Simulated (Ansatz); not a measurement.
Geometry optimisation, RKS PBE0-D4/def2-mTZVP in Ansatz 0.2.0.

input.yaml

```yaml
crystal:
  periodic: [false, false, false]
  atoms:
    - { symbol: Al, position_ang: [0.073631, 0.513512, -0.480383] }
    - { symbol: O, position_ang: [-0.041825, -0.026517, 2.42406] }
    - { symbol: H, position_ang: [-0.946559, -0.27124, 2.65347] }
    - { symbol: F, position_ang: [1.460328, -0.151529, -1.023949] }
    - { symbol: F, position_ang: [-1.380674, -0.144316, -0.830157] }
    - { symbol: Cl, position_ang: [0.127648, 2.503414, 0.425573] }
    - { symbol: H, position_ang: [-0.028949, 0.956577, 2.477986] }
basis:
  gaussian: { orbitals: def2-mTZVP }
hamiltonian:
  xc: pbe0
  dispersion: d4
relax:
  f_tol: 0.03
  max_steps: 50
```

Run as:

```bash
$ ansatz run input.yaml --threads 4 --pin off --max-ram 5120MiB --backend cpu --events-out ev --progress --plain --runs-dir out
```

Problem. Where does it end, and by what steps?

Solution. It converged. After 9 steps the energy has fallen by 1.027 eV; H3 moved furthest, 0.58 Å. Joined: Al1–O2 (2.96 → 1.94 Å).

| step | energy less start (eV) | largest force component (eV/Å) | accepted |
| --- | --- | --- | --- |
| 0 | 0.0000 | 1.238 | yes |
| 1 | -0.2458 | 1.214 | yes |
| 2 | -0.5584 | 1.372 | yes |
| 3 | -0.9084 | 0.717 | yes |
| 4 | -0.9463 | 1.322 | yes |
| 5 | -1.0128 | 0.294 | yes |
| 6 | -1.0220 | 0.071 | yes |
| 7 | -1.0261 | 0.051 | yes |
| 8 | -1.0261 | 0.073 | no |
| 9 | -1.0266 | 0.021 | yes |

```xyz
7
Properties=species:S:1:pos:R:3
Al 0.031 0.545 -0.008
O -0.024 0.061 1.873
H -0.856 -0.385 2.089
F 1.384 -0.193 -0.590
F -1.435 -0.130 -0.390
Cl 0.121 2.644 0.224
H 0.043 0.838 2.448
```

The run took 22 s on 4 threads of Intel(R) Xeon(R) Platinum 8259CL CPU @ 2.50GHz (Skylake/Cascade Lake), on a shared host, peak memory 0.26 GiB.
